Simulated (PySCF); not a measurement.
How methods differ on the ionisation energy of Pr⁵¹⁺

Pr⁵¹⁺ [He] 2s2 2p4 (3P) → Pr⁵²⁺ [He] 2s2 2p3 (4S), as a difference of total energies. All numbers are calculated (PySCF 2.14, the spin-free X2C one-electron Hamiltonian (Gaussian nucleus), in an even-tempered Gaussian basis (19 s from 26 bohr⁻², ratio 2.2; 12 p from 33 bohr⁻², ratio 2.2; 5 d from 140 bohr⁻², ratio 2.4; 5 f from 200 bohr⁻², ratio 2.4; 4 g from 300 bohr⁻², ratio 2.4)). Correlated levels: nothing frozen; virtual orbitals above 40 to 60 times the deepest correlated orbital energy dropped. The calculations carry no spin-orbit coupling.

```csv
method,ionisation energy (eV)
UHF,10047.5
LDA,10041.8
PBE,10050.3
PBE0,10050.1
r2SCAN,10052.4
PW91,10051.9
MN15,10047.0
MP2 (all electrons),10049.2
SCS-MP2 (all electrons),10049.3
```

Spin-orbit coupling is strong in these open shells (close to jj coupling). The scalar numbers leave it out and a first-order estimate fails, so it can dominate the gap to the real levels.

For this ion Breit and QED terms and the two-electron picture change, all absent here, outweigh the differences among the correlated methods.

For comparison: 9913 ± 4 eV (theoretical estimate listed by NIST; NIST Atomic Spectra Database, ionization energies).
